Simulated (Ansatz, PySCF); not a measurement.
B(F)(SeH)2 (BFH2Se2), SMILES FB([SeH])[SeH]. Atoms are numbered in the order given.

```xyz
6

B      0.6316     0.0041     0.0000
F      1.9596    -0.0030     0.0000
Se    -0.3700    -1.6747     0.0000
H      0.8413    -2.5184     0.0000
Se    -0.2482     1.7520     0.0000
H     -1.6162     1.2013     0.0000
```
Charge 0, spin multiplicity 1.

The structure is a stationary point at B3LYP-D3(BJ)/def2-SVP. This is a generated structure with no PubChem entry under its InChIKey; it may be hypothetical. One conformer was computed; it need not be the lowest.

Two levels are set side by side: PBE-D3(BJ)/def2-SVP (Ansatz, a program for electronic structure) and B3LYP-D3(BJ)/def2-SVP (Ansatz). Each level has its own optimised geometry; the coordinates shown are those of the second. Frequencies come from the Hessian of PySCF at each geometry. Differences are taken from unrounded values.

| quantity | B3LYP-D3(BJ) |
|---|---|
| mean bond length (Å) | 1.638 |
| bond B1–F2 (Å) | 1.328 |
| bond B1–Se3 (Å) | 1.955 |
| bond B1–Se5 (Å) | 1.957 |
| bond Se3–H4 (Å) | 1.476 |
| bond Se5–H6 (Å) | 1.475 |
| highest harmonic wavenumber (cm⁻¹) | 2418 |
| mean harmonic wavenumber (cm⁻¹) | 856 |
| zero-point energy (kcal/mol) | 14.68 |

### Question
What does PBE-D3(BJ) give, and how far is it from B3LYP-D3(BJ)? (An estimate is asked for; the answer gives what the named calculation found.)

### Answer

```json
[
 {"quantity": "mean bond length (Å)", "PBE-D3(BJ)": "1.645", "PBE-D3(BJ) minus B3LYP-D3(BJ)": "0.007"},
 {"quantity": "bond B1–F2 (Å)", "PBE-D3(BJ)": "1.338", "PBE-D3(BJ) minus B3LYP-D3(BJ)": "0.010"},
 {"quantity": "bond B1–Se3 (Å)", "PBE-D3(BJ)": "1.957", "PBE-D3(BJ) minus B3LYP-D3(BJ)": "0.002"},
 {"quantity": "bond B1–Se5 (Å)", "PBE-D3(BJ)": "1.959", "PBE-D3(BJ) minus B3LYP-D3(BJ)": "0.002"},
 {"quantity": "bond Se3–H4 (Å)", "PBE-D3(BJ)": "1.486", "PBE-D3(BJ) minus B3LYP-D3(BJ)": "0.009"},
 {"quantity": "bond Se5–H6 (Å)", "PBE-D3(BJ)": "1.484", "PBE-D3(BJ) minus B3LYP-D3(BJ)": "0.009"},
 {"quantity": "highest harmonic wavenumber (cm⁻¹)", "PBE-D3(BJ)": "2366", "PBE-D3(BJ) minus B3LYP-D3(BJ)": "-52"},
 {"quantity": "mean harmonic wavenumber (cm⁻¹)", "PBE-D3(BJ)": "834", "PBE-D3(BJ) minus B3LYP-D3(BJ)": "-22"},
 {"quantity": "zero-point energy (kcal/mol)", "PBE-D3(BJ)": "14.31", "PBE-D3(BJ) minus B3LYP-D3(BJ)": "-0.38"}
]
```

GGA bonds tend to be longer and softer than those of functionals with exact exchange. Differences between two approximate levels are no errors against the true value.
